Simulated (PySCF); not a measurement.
## Xe²⁺: excitation energy

Xe²⁺ [Kr] 4d10 5s2 5p4 (3P) → Xe²⁺ [Kr] 4d10 5s1 5p5 (3P), as a difference of total energies. Calculation: PySCF 2.14, in aug-cc-pwCVDZ-PP with ECP28MDF; a scalar-relativistic core potential. Correlated levels: valence: 4s2 4p6 4d10 frozen; valence and next inner shell: nothing frozen outside the core potential. The calculations carry no spin-orbit coupling.

| method | excitation energy (eV) |
| --- | --- |
| UHF | 14.009 |
| LDA | 12.895 |
| PBE | 12.789 |
| PBE0 | 13.115 |
| r2SCAN | 12.965 |
| wB97X | 13.298 |
| B3LYP | 13.072 |
| r2SCAN0 | 13.237 |
| PBEsol | 12.821 |
| MP2 (valence) | 12.903 |
| SCS-MP2 (valence) | 12.737 |
| MP2 (valence and next inner shell) | 12.799 |
| SCS-MP2 (valence and next inner shell) | 12.650 |

**Question.** How much does correlation contribute at MP2 (valence and next inner shell)?

**Answer.** 12.799 − (14.009) = -1.210 eV, measured against UHF.
